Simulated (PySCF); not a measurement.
A PySCF script (with the pyscf-properties extension) for the NMR shieldings of `FC(COC([C@@H](C)O)=O)(F)F`, C5H7F3O3, on a GFN2-xTB geometry:

```python
import basis_set_exchange as bse
import numpy as np
from pyscf import gto, dft
from pyscf.prop import nmr

atoms = """
C     2.157016    0.130653    1.446428
C     1.379193    1.036897    0.477456
O     2.229575    1.783217   -0.343815
C     0.480982    0.157698   -0.371018
O     0.699577   -0.109791   -1.520657
O    -0.553746   -0.333468    0.336894
C    -1.472296   -1.157765   -0.350708
C    -2.770478   -0.383195   -0.586155
F    -2.563316    0.760470   -1.240876
F    -3.632601   -1.108637   -1.310572
F    -3.386795   -0.074545    0.558885
H     1.469349   -0.376946    2.115620
H     2.841269    0.743927    2.025395
H     2.733200   -0.605832    0.890479
H     0.763822    1.741281    1.047879
H     2.369578    1.290652   -1.165962
H    -1.061540   -1.457433   -1.323520
H    -1.691548   -2.030864    0.269267
"""
names = dict.fromkeys(["C", "O", "F", "H"], "pcSseg-1")
basis = {el: gto.basis.parse(bse.get_basis(n, elements=[el], fmt="nwchem")) for el, n in names.items()}
mol = gto.M(atom=atoms, basis=basis, charge=0, verbose=0)
mf = dft.RKS(mol, xc="PBE0")
mf.grids.level = 2
mf.grids.alignment = dft.numint.BLKSIZE   # the property module wants whole blocks of grid points
mf.conv_tol = 1e-9
mf.kernel()

calc = nmr.RKS(mf)   # GIAO
C = mf.mo_coeff
Co = C[:, mf.mo_occ > 0]
resp = mf.gen_response(singlet=True, hermi=2)
def vind(x):   # induced exchange potential for any number of trial vectors
    d = np.einsum("pi,xij,qj->xpq", C, 2 * x.reshape(-1, C.shape[1], Co.shape[1]), Co, optimize=True)
    return np.einsum("xpq,pi,qj->xij", resp(d - d.transpose(0, 2, 1)), C, Co, optimize=True).ravel()
mo1, _ = nmr.rhf.solve_mo1(calc, with_cphf=vind)
sigma = calc.kernel(mo1)
for i, s in enumerate(sigma):   # ppm
    w = np.linalg.eigvalsh((s + s.T) / 2)
    print("%2d %-2s iso %8.1f  s11 %8.1f  s22 %8.1f  s33 %8.1f" % (i, mol.atom_pure_symbol(i), w.mean(), *w))
```

**Question.** What does it print?

**Answer.** 
```
 0 C  iso    161.2  s11    138.3  s22    158.8  s33    186.5
 1 C  iso    116.2  s11     89.0  s22    110.0  s33    149.6
 2 O  iso    293.5  s11    252.5  s22    290.6  s33    337.4
 3 C  iso      1.7  s11   -105.2  s22     43.3  s33     66.9
 4 O  iso    -66.8  s11   -345.4  s22   -210.4  s33    355.4
 5 O  iso    156.1  s11    -13.8  s22    229.7  s33    252.3
 6 C  iso    123.2  s11     94.2  s22    122.8  s33    152.6
 7 C  iso     55.2  s11     51.2  s22     55.2  s33     59.1
 8 F  iso    264.0  s11    183.7  s22    264.9  s33    343.3
 9 F  iso    262.4  s11    175.8  s22    267.3  s33    344.0
10 F  iso    257.1  s11    172.9  s22    254.6  s33    343.6
11 H  iso     30.4  s11     25.5  s22     29.9  s33     35.7
12 H  iso     29.9  s11     26.3  s22     27.3  s33     36.1
13 H  iso     30.6  s11     27.5  s22     29.1  s33     35.3
14 H  iso     27.2  s11     23.6  s22     27.1  s33     30.9
15 H  iso     29.4  s11     20.1  s22     27.6  s33     40.4
16 H  iso     25.8  s11     21.7  s22     27.6  s33     28.1
17 H  iso     27.7  s11     23.1  s22     27.6  s33     32.5
```

These numbers come from an equivalent density-fitted implementation of the same equations, which agrees with the script to about 0.01 ppm for H and up to a few tenths of a ppm for heavy atoms, so last digits may differ.

**Question.** Turn these shieldings into chemical shifts. Chemical shifts δ = σref − σ; ¹³C (σref 186.93), ¹H (σref 31.72) against TMS; ¹⁷O (σref 336.08) vs H2O; ¹⁹F (σref 170.95) vs CFCl3, all at this level.

**Answer.** Averaging equivalent atoms: C 3: 185.2; C 7: 131.8; C 1: 70.7; C 6: 63.7; C 0: 25.7; O 4: 402.9; O 5: 180.0; O 2: 42.6; F 8/9/10: -90.2; H 16: 5.91; H 14: 4.50; H 17: 3.98; H 15: 2.36; H 11/12/13: 1.42 ppm. Unscaled 19F shifts against computed CFCl3 carry errors that often reach 10 to 50 ppm. Unscaled 17O shifts of doubly bonded oxygen tend to come out too high, by tens of ppm or more. Experimental scales use liquid or dissolved standards, which lie at an offset from isolated H2O (liquid H2O: subtract about 36 ppm).

Size and cost of the density-fitted run: 222 basis functions, of the order of 120 core-seconds.
